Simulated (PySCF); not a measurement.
**Electron correlation in Sn (tin, neutral)**

[Kr] 4d10 5s2 5p2, high-spin 3P determinant. All numbers are calculated (PySCF 2.14, scalar relativity through the core potential, in def2-SVP with the def2 core potential (28 electrons)). Frozen: 4s2 4p6 4d10; 4 electrons correlated.

MP2 pair energies summed by pair of shells (mhartree):

```csv
pair,energy,share (%)
5s-5p,-20.07,58.6
5s-5s,-11.03,32.2
5p-5p,-3.16,9.2
```

Total MP2 correlation energy: -34.26 mhartree.

Same-spin part -5.80 and opposite-spin part -28.46 mhartree; SCS-MP2 scales them by 1/3 and 6/5 to -36.09 mhartree.

```tsv
level	correlation energy (mhartree)
CCSD	-48.14
(T)	-0.59
CCSD(T)	-48.73
```

Diagnostics: T1 = 0.0078, D1 = 0.0214, largest double amplitude 0.094.

Problem. Is a single reference adequate?

Solution. Mostly. T1 lies below 0.03, but a double amplitude of this size points to a near-degeneracy that CCSD handles and MP2 describes poorly.
